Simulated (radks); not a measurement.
Task: Rb3.375+, configuration [Ar] 3d10 4s(up 1, down 0.625) 4p4 (fractional occupations, a model configuration). Method: scalar-relativistic Kohn-Sham, PBE, spin-polarised, spherical densities, finite nucleus; open shells are filled with parallel spins first (spin-orbit coupling, left out, can overturn this in heavy ions); Fermi nuclear charge, rms radius 4.2036 fm; computed with a radial shooting solver on a logarithmic mesh with Libxc functionals. Some entries of the table are withheld. Estimate them.

| orbital | occ. | eigenvalue (eV) | <1/r> (bohr^-1) |
|---|---|---|---|
| 1s up | 1 | -15076.94 | 37.87 |
| 1s down | 1 | -15076.67 | 37.88 |
| 2s up | 1 | -2050.990 | 8.433 |
| 2s down | 1 | -2050.828 | 8.433 |
| 2p up | 3 | -1823.145 | 8.241 |
| 2p down | 3 | -1822.897 | 8.240 |
| 3s up | 1 | -340.3438 | 2.810 |
| 3s down | 1 | -339.9955 | 2.810 |
| 3p up | 3 | -267.2241 | 2.656 |
| 3p down | 3 | -266.8342 | 2.657 |
| 3d up | 5 | -146.2778 | 2.394 |
| 3d down | 5 | -145.8175 | 2.398 |
| 4s up | 1 | (1) | 0.9717 |
| 4s down | 0.625 | (2) | 0.9740 |
| 4p up | 3 | -53.2772 | 0.8565 |
| 4p down | 1 | -50.4108 | 0.8513 |

Result: 
(1) 4s up eigenvalue (eV): -70.8923
(2) 4s down eigenvalue (eV): -67.9723
